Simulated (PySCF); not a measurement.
GaH6P3, SMILES [PH2][Ga]([PH2])[PH2].

Geometry optimised at PBE0-D3(BJ)/def2-SVP. The structure was generated by enumeration; whether it is a known compound was not checked. One conformer was computed; it need not be the lowest.

All values below come from PBE0-D3(BJ)/def2-SVP run with PySCF.

Frequencies are harmonic and unscaled.

| mode | ν (cm⁻¹) | IR (km/mol) | Raman (Å⁴/amu) | depolarisation | moving atoms (share of kinetic energy) |
|---|---|---|---|---|---|
| 1 | 83 | 6.3 | 3.5 | 0.75 | P 76 %, Ga 16 %, H 8 % |
| 2 | 84 | 5.8 | 3.5 | 0.75 | P 76 %, Ga 16 % |
| 3 | 101 | 6.8 | 0.6 | 0.53 | Ga 55 %, P 36 %, H 10 % |
| 4 | 115 | 0.5 | 0.2 | 0.75 | H 97 % |
| 5 | 125 | 4.8 | 0.1 | 0.75 | H 98 % |
| 6 | 135 | 4.7 | 0.4 | 0.67 | H 97 % |
| 7 | 289 | 0.0 | 43.4 | 0.08 | P 96 % |
| 8 | 372 | 29.3 | 6.2 | 0.75 | P 56 %, Ga 40 % |
| 9 | 373 | 31.2 | 5.9 | 0.75 | P 56 %, Ga 40 % |
| 10 | 514 | 0.3 | 2.8 | 0.75 | H 93 % |
| 11 | 521 | 0.0 | 7.1 | 0.44 | H 94 % |
| 12 | 582 | 0.2 | 0.0 | – | H 98 % |
| 13 | 583 | 4.9 | 0.6 | 0.74 | H 87 %, P 9 % |
| 14 | 662 | 3.9 | 14.0 | 0.75 | H 94 % |
| 15 | 666 | 3.9 | 9.6 | 0.67 | H 94 % |
| 16 | 1082 | 20.5 | 20.0 | 0.75 | H 97 % |
| 17 | 1085 | 32.9 | 12.1 | 0.72 | H 97 % |
| 18 | 1092 | 10.1 | 47.2 | 0.72 | H 97 % |
| 19 | 2403 | 13.1 | 266.5 | 0.07 | H 97 % |
| 20 | 2404 | 11.7 | 52.8 | 0.75 | H 97 % |
| 21 | 2406 | 53.0 | 178.1 | 0.03 | H 97 % |
| 22 | 2421 | 6.6 | 119.7 | 0.75 | H 97 % |
| 23 | 2423 | 45.1 | 66.8 | 0.75 | H 97 % |
| 24 | 2424 | 57.1 | 181.7 | 0.75 | H 97 % |
